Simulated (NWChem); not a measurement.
System: C$_{2}$H$_{2}$F$_{3}$ cation

```xyz
7

F      0.1583    -1.8132     0.0000
C     -0.7034    -0.8071     0.0000
C     -0.0022     0.4889     0.0000
F      1.2313     0.5722     0.0000
F     -0.6281     1.5620     0.0000
H     -1.3772    -0.8043    -0.8889
H     -1.3772    -0.8043     0.8889
```
Atoms are numbered in this order, from 1.

All runs: NWChem. Pople sets run with spherical d functions. STO-3G and 3-21G are far too small for this property and stand as cheap habits. Geometry: optimised at PBE0/def2-SVP. GIAO values for the isolated, static molecule; σ is the absolute isotropic shielding, δ = σ(reference) − σ with the isolated reference molecule computed at the same levels (13C: tetramethylsilane, 19F: trichlorofluoromethane, 1H: tetramethylsilane).

For level Hartree-Fock/STO-3G:

```
Quantity    Value
----------  -----
δ F1 (ppm)  -90.6
δ C2 (ppm)   62.3
δ C3 (ppm)  186.6
δ F4 (ppm)  216.4
δ F5 (ppm)  204.4
δ H6 (ppm)   5.34
```

### Question
Estimate the same quantities for level B3LYP/6-31G*.

### Answer
| Item | Value |
|---|---|
| δ F1 (ppm) | -237.7 |
| δ C2 (ppm) | 75.7 |
| δ C3 (ppm) | 200.2 |
| δ F4 (ppm) | 128.6 |
| δ F5 (ppm) | 96.5 |
| δ H6 (ppm) | 6.67 |
